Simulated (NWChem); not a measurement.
# CH5Bi; SMILES [BiH2][CH3]

```xyz
7

Bi     0.0347     0.2352    -0.0002
H     -1.2461     0.3181     1.2892
H     -1.2598     0.3177    -1.2759
C      0.0105    -2.0702     0.0002
H      0.5357    -2.4229    -0.9071
H     -1.0309    -2.4365     0.0058
H      0.5453    -2.4226     0.9020
```
Atoms are numbered in this order, from 1.

Level: PBE-D3(BJ)/def2-SVP with def2 effective core potentials on Bi (NWChem), optimised geometry, unscaled harmonic frequencies. def2 effective core potentials on Bi; no spin-orbit coupling.

```
frequency (cm⁻¹)  IR intensity (km/mol)
----------------  ---------------------
112                                 1.8
444                                21.8
493                                 0.0
509                                11.5
739                                12.9
761                                32.7
777                                12.0
1134                                9.6
1384                                3.2
1388                                5.4
1732                              232.9
1744                              240.8
3000                                9.6
3116                                3.6
3135                                1.6
```

The zero-point energy is 29.2 kcal/mol and the thermal correction to the enthalpy at 298.15 K (with zero-point energy) is 32.7 kcal/mol. The heat capacity Cv comes out as 14.5 cal/(mol K) and the entropy at 298.15 K and 1 atm (symmetry number 1) comes out as 71.0 cal/(mol K).

Rigid rotor and harmonic oscillator.
